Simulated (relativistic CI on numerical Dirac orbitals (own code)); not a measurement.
Sensitivity of the levels of Ni¹³⁺ to α and to the nuclear radius

Method of calculation: Dirac-Coulomb-Breit CI, orbitals from a KLI potential per configuration, derivatives by finite differences, unscaled Slater integrals, QED left out (own radial code, finite nucleus).

Configurations in the expansion (outside the closed core [Ne]): 3s²3p³, 3s3p⁴, 3s²3p²3d, 3p⁵, 3s3p³3d, 3p⁴3d, 3s²3p3d², 3s²3d³, 3s3p3d³, 3p³3d², 3p²3d³. Double excitations out of closed p, d and f shells are left out; levels of such configurations are missing from the list, as are those of other unlisted configurations, and high levels can miss mixing partners.

With x = (α/α₀)² − 1 an excitation energy changes as ω = ω₀ + qx; K = 2q/ω₀ is the relative enhancement. Terms are leading LS components, so labels can repeat. The field-shift factor is F = δν/δ⟨r²⟩ for the transition from the lowest level.

Lowest level 3s²3p³ ⁴S°3/2.

| Level | ω₀ (cm⁻¹) | q (cm⁻¹) | K | F (GHz/fm²) |
| --- | --- | --- | --- | --- |
| 3s²3p³ ²D°3/2 | 49510 | -4082 | -0.165 | 0.0139 |
| 3s²3p³ ²D°5/2 | 57266 | 7375 | 0.258 | 0.014 |
| 3s²3p³ ²P°1/2 | 89238 | 8008 | 0.179 | -0.287 |
| 3s²3p³ ²P°3/2 | 100450 | 26780 | 0.533 | -0.349 |
| 3s3p⁴ ⁴P5/2 | 333251 | 19080 | 0.115 | -19.9 |
| 3s3p⁴ ⁴P3/2 | 347595 | 34310 | 0.197 | -19.9 |
| 3s3p⁴ ⁴P1/2 | 353740 | 38850 | 0.22 | -19.8 |
| 3s3p⁴ ²D3/2 | 409724 | 25990 | 0.127 | -17.2 |
| 3s3p⁴ ²D5/2 | 413346 | 32670 | 0.158 | -17.5 |
| 3s²3p²3d ²P3/2 | 467803 | 23530 | 0.101 | -11.3 |
| 3s3p⁴ ²P1/2 | 475991 | 25990 | 0.109 | -13.2 |
| 3s3p⁴ ²S1/2 | 502866 | 44130 | 0.176 | -15.8 |
| 3s²3p²3d ⁴F3/2 | 505708 | -214.6 | -0.000849 | 0.539 |
| 3s²3p²3d ⁴F5/2 | 511638 | 6106 | 0.0239 | 0.634 |
| 3s²3p²3d ⁴F7/2 | 520214 | 15950 | 0.0613 | 0.662 |
| 3s²3p²3d ⁴F9/2 | 530169 | 25270 | 0.0953 | 0.632 |
| 3s²3p²3d ²F5/2 | 530961 | 6287 | 0.0237 | 0.682 |
| 3s²3p²3d ⁴D1/2 | 536513 | 14410 | 0.0537 | 0.196 |
| 3s²3p²3d ⁴D7/2 | 537104 | 13370 | 0.0498 | 0.673 |
| 3s²3p²3d ⁴D3/2 | 537804 | 14640 | 0.0545 | 0.383 |
| 3s²3p²3d ⁴D5/2 | 544808 | 21720 | 0.0797 | 0.56 |
| 3s²3p²3d ²F7/2 | 559322 | 36280 | 0.13 | 0.578 |
| 3s²3p²3d ²G7/2 | 591617 | 20290 | 0.0686 | 0.652 |

At this charge energies of transitions that change n are usually good to better than 1 %, and those within a shell (Δn = 0) to a few per cent.
